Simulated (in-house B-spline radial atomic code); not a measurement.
Computed with a B-spline radial atomic code. Model: two electrons, singlet ground state, non-relativistic, full CI in B-splines with partial waves to l = 8 (at full coupling up to 3e-4 hartree above the limit, correlation up to 0.6 % small), density held at that of full coupling by Lieb maximisation.

Along the adiabatic connection the electron repulsion is scaled by a coupling λ while a local potential keeps the density fixed. At λ = 0 the system is the Kohn-Sham one and W equals the exchange energy; the exchange-correlation energy is the area under W between 0 and 1. The kinetic energy rises with λ as the electrons avoid each other, with dT/dλ = −λ dW/dλ.

Command:
```bash
python run_ac.py task.json out
```
Settings (lengths in bohr, energies in hartree):
```
potential              gauss
strength               12.5
lmax                   8
second                 1.36
```

Run time, properties included: 25 s on 1 thread of Intel(R) Xeon(R) Processor @ 2.30GHz, with other jobs on the host.

**W = mean repulsion less Hartree energy, and W of three functionals.**

Given: confinement Gaussian well; well depth 12.5 hartree; well width 1.36 bohr; external potential -V exp(-r^2/w^2).

Computed: PBE exchange minus exact 55.122 millihartree; SCAN exchange minus exact 6.141 millihartree.

```tsv
coupling	W xc (hartree)	W xc minus exchange (millihartree)	kinetic minus Kohn-Sham (millihartree)	LDA (PW92) W minus its exchange (millihartree)	PBE W minus its exchange (millihartree)	SCAN W minus its exchange (millihartree)
0	-1.3193	0	0	0	0	0
0.02	-1.3212	-1.94	0.02	-12.62	-3.1	-1.89
0.05	-1.3241	-4.823	0.12	-26.08	-7.62	-4.68
0.12	-1.3307	-11.435	0.68	-50.44	-17.65	-10.99
0.25	-1.3426	-23.29	2.87	-85.01	-34.81	-22.18
0.4	-1.3556	-36.322	7.1	-116.63	-52.78	-34.37
0.6	-1.372	-52.689	15.26	-151.25	-74.42	-49.63
0.8	-1.3873	-67.992	25.95	-180.42	-93.98	-63.9
1	?	?	?	?	?	?
1.4	-1.4276	-108.36	69.98	-248.75	-143.64	-101.8
2	-1.4612	-141.9	126.7	-300.1	-183.79	-133.89
3	-1.5058	-186.54	237.27	-364.7	-236.95	-177.9
4.5	?	?	?	?	?	?
7	-1.6088	-289.55	724.17	-510.91	-364.96	-286.89
10	-1.65	-330.7	1069.5	-571.99	-420.61	-332.97
```

(1) What belongs in the row 1?

(2) What belongs in the row 4.5?

(3) What is the LDA exchange minus exact?

**Energy parts, natural occupations and partial-wave weights.**

Computed: total energy -13.7113 hartree; correlation energy -0.043484 hartree; kinetic part of the DFT correlation energy 0.038835 hartree; kinetic part over minus potential part 0.47176; Hartree energy 2.6386 hartree; Kohn-Sham kinetic 4.0483 hartree; Lieb Oxford ratio E_xc over LDA exchange 1.2098.

```tsv
natural	occupation of the shell (electrons)
s	1.9901
p	0.0087264
s	0.00064335
d	0.00035403
p	?
f	4.544e-05
```

(4) What belongs in the row p?

```csv
wave,weight
s,0.99537
p,?
d,0.00018645
f,2.5343e-05
g,5.756e-06
```

(5) What belongs in the row p?

(6) What is the initial slope twice GL2?

(7) What is the exchange energy?

Answers

(1) W xc (hartree): -1.4016; W xc minus exchange (millihartree): -82.32; kinetic minus Kohn-Sham (millihartree): 38.84; LDA (PW92) W minus its exchange (millihartree): -205.81; PBE W minus its exchange (millihartree): -111.87; SCAN W minus its exchange (millihartree): -77.28.

(2) W xc (hartree): -1.5548; W xc minus exchange (millihartree): -235.53; kinetic minus Kohn-Sham (millihartree): 418.85; LDA (PW92) W minus its exchange (millihartree): -433.82; PBE W minus its exchange (millihartree): -296.37; SCAN W minus its exchange (millihartree): -228.38.

(3) 192.88 millihartree.

(4) occupation of the shell (electrons): 8.8096e-05.

(5) weight: 0.0044102.

(6) -0.097321 hartree.

(7) -1.3193 hartree.

Half-way to full coupling W has made 54 % of its drop, against 50 % for a straight line, and second-order (GL2) theory, half the initial slope, overshoots the correlation energy by about 12 %: a moderate bend, as in light atoms. Over couplings 0 to 1 the errors in E_xc come to about +110 millihartree for LDA, +37 millihartree for PBE, +8.6 millihartree for SCAN, so SCAN is nearest. In LDA and PBE the errors of exchange and correlation have opposite signs, so the sum is smaller than the larger of the two.
